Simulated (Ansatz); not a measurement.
Ideal-gas functions of C$_{2}$H$_{5}$ClSi, SMILES `CC[Si]Cl` at 298.15 K and 1 bar, from an Ansatz frequency run at PBE0-D4/def2-TZVP.

Molar mass 92.6 g/mol, point group Cs (symmetry number 1), electronic degeneracy 1, moments of inertia 76.25, 160.239, 230.393 u Å². Harmonic wavenumbers (cm⁻¹, unscaled): 22, 164, 210, 356, 509, 512, 598, 915, 963, 1064, 1241, 1245, 1403, 1413, 1485, 1493, 2978, 3006, 3052, 3119, 3132.

Use S(trans) = R[1.5 ln M + 2.5 ln T − 1.1517]; rotational temperatures θ = 24.2544 K / I; S(rot) = R[ln(√π/σ · √(T³/θAθBθC)) + 1.5]; for each mode x = 1.438777 ν̃/T, S = R[x/(eˣ − 1) − ln(1 − e⁻ˣ)] and H = RT x/(eˣ − 1); 1 cm⁻¹ = 0.0119627 kJ/mol; R = 8.31446 J/(mol·K).

**Question.** By hand: the entropy, in J/(mol·K).

**Answer.** Translation 165.3. Rotation: θ = 0.3181, 0.1514, 0.1053 K, giving 110.3. Vibration, mode by mode: 26.97, 10.47, 8.55, 4.77, 2.66, 2.63, 1.90, 0.55, 0.45, 0.30, 0.15, 0.14, 0.07, 0.07, 0.05, 0.05, 0.00, 0.00, 0.00, 0.00, 0.00, in all 59.8. Electronic 0.0. Sum 335.4 J/(mol·K).

**Question.** By hand: H − E and G − E in kJ/mol, counted from the electronic energy.

**Answer.** Zero-point energy ½ × 28880 × 0.0119627 = 172.7; thermal vibration 8.4; translation, rotation and pV give 4 RT = 9.9. H − E = 191.0 kJ/mol, and G − E = 191.0 − 298.15 × 335.4/1000 = 91.0 kJ/mol.

Vibration gives 18 % of the entropy, 27.0 J/(mol·K) of it from the mode under 150 cm⁻¹: soft modes count most, and the harmonic formula is weakest for them. The sum counts one conformer and one mirror image; others add a mixing term.
